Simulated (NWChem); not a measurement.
System: CaH2SO; SMILES [OH][Ca][SH]

Excerpt of the output:

```
             Northwest Computational Chemistry Package (NWChem) 7.3.0
             --------------------------------------------------------

 C1  symmetry detected

                             Geometry "geometry" -> ""
                             -------------------------

 Output coordinates in angstroms (scale by  1.889725989 to convert to a.u.)

  No.       Tag          Charge          X              Y              Z
 ---- ---------------- ---------- -------------- -------------- --------------
    1 Ca                  20.0000     0.26630349     0.56479337     0.00017710
    2 O                    8.0000    -0.27912254     2.47106692    -0.00027426
    3 H                    1.0000    -0.62056629     3.36568129    -0.00058545
    4 S                   16.0000    -0.06594024    -2.02852952    -0.00022236
    5 H                    1.0000    -1.41747947    -1.97361167     0.00279526

 Effective nuclear repulsion energy (a.u.)     142.8459627393

  pbe96 is a nonlocal functional; adding pw91lda local functional.

                                 NWChem DFT Module
                                 -----------------

 Summary of "ao basis" -> "ao basis" (spherical)
 ------------------------------------------------------------------------------
       Tag                 Description            Shells   Functions and Types
 ---------------- ------------------------------  ------  ---------------------
 Ca                        def2-tzvp                14       36   6s5p3d
 O                         def2-tzvp                11       31   5s3p2d1f
 H                         def2-tzvp                 4        6   3s1p
 S                         def2-tzvp                13       37   5s5p2d1f

            General Information
            -------------------
          SCF calculation type: DFT
          Wavefunction type:  closed shell.
          No. of atoms     :     5
          No. of electrons :    46
           Alpha electrons :    23
            Beta electrons :    23
          Charge           :     0
          Spin multiplicity:     1
          Use of symmetry is: off; symmetry adaption is: off
          Maximum number of iterations: 150
          AO basis - number of functions:   116
                     number of shells:    46
          Convergence on energy requested:  1.00D-06
          Convergence on density requested:  1.00D-05
          Convergence on gradient requested:  5.00D-04

              XC Information
              --------------
                     Hartree-Fock (Exact) Exchange  1.000
                     LC-wPBE(h)Exchange Functional  0.800
            Perdew 1991 LDA Correlation Functional  1.000 local
           PerdewBurkeErnz. Correlation Functional  1.000 non-local

           Range-Separation Parameters
           ---------------------------
           Alpha           :  0.20
           Beta            :  0.80
           Gamma           :  0.20
           Short-Range HF  :     F

             Grid Information
             ----------------
          Grid used for XC integration:  medium
          Radial quadrature: Mura-Knowles
          Angular quadrature: Lebedev.
          Tag              B.-S. Rad. Rad. Pts. Rad. Cut. Ang. Pts.
          ---              ---------- --------- --------- ---------
          Ca                  1.80      112          10.0       590
          O                   0.60       49          12.0       434
          H                   0.35       45          13.0       434
          S                   1.00       88          13.0       590
          Grid pruning is: on
          Number of quadrature shells:   339
          Spatial weights used:  Erf1

      Superposition of Atomic Density Guess
      -------------------------------------

 Sum of atomic energies:       -1150.00922808

      Non-variational initial energy
      ------------------------------

 Total energy =   -1150.282777
 1-e energy   =   -1864.051831
 2-e energy   =     570.923091
 HOMO         =      -0.336037
 LUMO         =      -0.116844

     ---------------------------------------------
      Total Density - Mulliken Population Analysis
     ---------------------------------------------

    Atom       Charge   Shell Charges
 -----------   ------   -------------------------------------------------------
    1 Ca  20    18.46   2.00  2.00  1.17  0.82  0.20  0.04  5.99  4.72  1.30  0.05  0.02  0.01  0.09  0.05
    2 O    8     9.29   0.79  1.18  0.60  0.97  0.29  2.14  2.30  1.01  0.00  0.00  0.00
    3 H    1     0.56   0.20  0.26  0.06  0.04
    4 S   16    16.96   2.01  0.49  1.48  1.08  0.82  4.19  1.69  0.94  2.67  1.57  0.01  0.02  0.00
    5 H    1     0.73   0.19  0.39  0.12  0.02

   convergence    iter        energy       DeltaE   RMS-Dens  Diis-err
 ---------------- ----- ----------------- --------- --------- ---------
 d= 0,ls=0.0,diis     1  -1151.8324787930 -1.29D+03  8.38D-03  1.47D+00
 d= 0,ls=0.0,diis     2  -1151.7638908452  6.86D-02  4.46D-03  2.31D+00
 d= 0,ls=0.0,diis     3  -1151.9684943696 -2.05D-01  8.52D-04  3.31D-02
 d= 0,ls=0.0,diis     4  -1151.9720055428 -3.51D-03  3.05D-04  2.70D-03
 d= 0,ls=0.0,diis     5  -1151.9723891779 -3.84D-04  1.70D-04  1.08D-04
  Resetting Diis
 d= 0,ls=0.0,diis     6  -1151.9724595648 -7.04D-05  8.43D-05  1.58D-05
 d= 0,ls=0.0,diis     7  -1151.9724723266 -1.28D-05  1.93D-05  1.23D-06
 d= 0,ls=0.0,diis     8  -1151.9724731805 -8.54D-07  8.33D-06  3.03D-07

         Total DFT energy =    -1151.972473180523
      One electron energy =    -1869.957767277185
           Coulomb energy =      646.045095213577
    Exchange-Corr. energy =      -70.905763856254
 Nuclear repulsion energy =      142.845962739339

 Numeric. integr. density =       46.000004915679

                       DFT Final Molecular Orbital Analysis
                       ------------------------------------

[...]
```

Level: LRC-wPBEh/def2-TZVP. Structure relaxed at the PBE0/def2-SVP level.

**Question.** Reconstruct the input file.

**Answer.** Several could match; the one computed here: the input that was run:
```
start job
memory heap 200 mb stack 900 mb global 1100 mb
geometry units angstroms noautoz
  Ca     0.461061    -0.457799     0.338666
  O      0.295075    -2.399679    -0.025915
  H      0.149208    -3.319606    -0.248122
  S     -0.167231     2.075871     0.192122
  H     -1.231551     1.885944    -0.620795
end
basis spherical
  * library def2-tzvp
end
dft
  xc xwpbe 0.80 cpbe96 1.0 hfexch 1.00
  cam 0.2 cam_alpha 0.2 cam_beta 0.8
  iterations 150
  mulliken
end
task dft energy
```
